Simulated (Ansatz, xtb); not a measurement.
## C6H12S: which of two isomers lies lower

Structure a: `C[C@@H]1CC[C@@H](S)C1`, a singlet. Structure b: `CC1(S)CCCC1`, a singlet. Both are isolated molecules in the gas phase, relaxed with B3LYP-D3(BJ)/def2-SVP, each in the lowest conformer that the search found.

Question: Estimate which is lower in electronic energy at CCSD(T)/def2-SVP + ΔMP2/def2-TZVPP, and by roughly how much.

Answer: The CCSD(T)/def2-SVP + ΔMP2/def2-TZVPP calculation puts structure b lower, by 2.2 kcal/mol.

The same difference at several levels:

```csv
level,geometry,E(b) − E(a) (kcal/mol),departure from the last row (kcal/mol),"job, with rough time for the two"
GFN2-xTB,GFN2-xTB,+0.4,+2.7,"optimisation, 0.24 s"
HF/STO-3G,GFN2-xTB,+0.8,+3.1,"single point, 0.85 s"
r2SCAN-D4/def2-SVP,GFN2-xTB,−2.6,−0.3,"single point, 10 s"
B3LYP-D3(BJ)/def2-SVP,B3LYP-D3(BJ)/def2-SVP,−1.8,+0.4,"optimisation, 1.7 min"
HF/def2-SVP,B3LYP-D3(BJ)/def2-SVP,−0.9,+1.3,part of the CCSD(T) run
MP2/def2-SVP,B3LYP-D3(BJ)/def2-SVP,−3.3,−1.1,part of the CCSD(T) run
CCSD(T)/def2-SVP,B3LYP-D3(BJ)/def2-SVP,−2.7,−0.5,single point
CCSD(T)/def2-SVP + ΔMP2/def2-TZVPP,B3LYP-D3(BJ)/def2-SVP,−2.2,,"single point, 5.3 min"
```

As drawn, both hold the same kinds of bond in the same numbers.

HF/STO-3G puts the two in the other order. GFN2-xTB finds them nearly level. The largest departure from CCSD(T)/def2-SVP + ΔMP2/def2-TZVPP is that of HF/STO-3G, 3.1 kcal/mol. The last row adds to CCSD(T) the change of the MP2 difference between the two basis sets, here +0.5 kcal/mol.

With thermal terms from frequencies at re-optimised GFN2-xTB minima (ideal gas, soft modes damped towards free rotors, one conformer each, 298.15 K, 1 atm): on the last row, ΔE + ΔZPE = −2.5, ΔH = −2.4, ΔG = −2.3 kcal/mol.

The correlated steps freeze 11 core orbitals. Mirror images aren't counted in ΔG. Run with Ansatz 0.2.0, xtb 6.7.1; the last row on 2 threads of Arm Neoverse V1 on a shared host.
